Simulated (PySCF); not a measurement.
TaCl₃, SMILES [Cl][Ta]([Cl])[Cl] (connectivity only; charge and spin as stated), neutral, multiplicity 3.

Geometry: PBE0-D3(BJ)/def2-SVP. The geometry has at least one imaginary mode, so it is a saddle point at that level. The spin state was assumed, not searched. The def2 effective core potentials stand for the cores of Ta; spin–orbit coupling is left out.

Method: PBE/def2-TZVPD in PySCF.

Isolated molecule, no solvent.

```json
{
 "total_energy": "-1437.28136 hartree",
 "point_group": "C2v",
 "α spin, highest occupied and lowest empty level": "-4.48 and -4.15 eV",
 "β spin, highest occupied and lowest empty level": "-8.25 and -3.51 eV",
 "dipole_moment": "0.97 D",
 "quadrupole, principal values (traceless, Buckingham form, about the centre of nuclear charge)": "-2.56, -0.29, 2.85 D·Å",
 "mean_static_polarisability": "97.5 bohr³ (14.45 Å³)",
 "polarisability_principal_values": "72.6, 99.5, 120.5 bohr³",
 "⟨S²⟩": "2.008 (pure state 2.00)"
}
```
